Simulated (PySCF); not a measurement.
An unknown shows these calculated signals:

$^{1}$H NMR (600 MHz, computed): δ 6.87 (m, 1H), 4.17 (s, 3H), 3.64 (s, 3H).

$^{13}$C{$^{1}$H} NMR (computed): δ 161.3 (C), 128.0 (CH), 58.8 (CH3), 54.3 (CH3).

All values are calculated (PySCF 2.14): GFN2-xTB geometry, shielding tensors at PBE0/pcSseg-1 (GIAO). Single conformer, isolated molecule, non-relativistic Hamiltonian, rapidly exchanging positions averaged.

Referencing at the same level of theory: TMS for $^{1}$H (σ = 31.72 ppm), $^{13}$C (σ = 186.93 ppm).

Q: Which of these does the molecule contain: a ketone, an OH group, a non-aromatic C=C double bond, a methoxy group, an aldehyde?

A: 
- A ketone: no.
- An OH group: no.
- A non-aromatic C=C double bond: yes.
- A methoxy group: yes (δC 58.8; δH 4.17 (s)).
- An aldehyde: no.

The data belong to `C(=C(OC)OC)F`, C$_{4}$H$_{7}$FO$_{2}$; they needn't prove each group on their own.

Carbon signals by region: 1 in the far downfield region (above 160 ppm), 1 in the sp2 and nitrile region (100–160 ppm), 2 at 50–100 ppm. Above 160 ppm: 161.3, alkene carbon bearing oxygen.

Splittings by $^{19}$F in the carbon and heteronuclear signals aren't shown, as no couplings were computed. Shifts are as computed. Against solution values, carbons near 30 ppm lie about +3 ppm off and those near 130 ppm about +5 ppm (rms about the fit 2.1 ppm; single classes can miss by 10 ppm). Of 1328 compounds with measured shifts, 309 miss one by over three times the rms of a fit or turn the order of signals round; such compounds aren't used in these exercises. Signals without a measured value on file couldn't be tested in this way; 1H shifts scatter by 0.2 ppm about their fit, and single ones miss by 0.5 ppm. Multiplicities follow the n + 1 count of equivalent neighbours, as no J values were calculated; m marks all less simple cases, F and P coupling included.
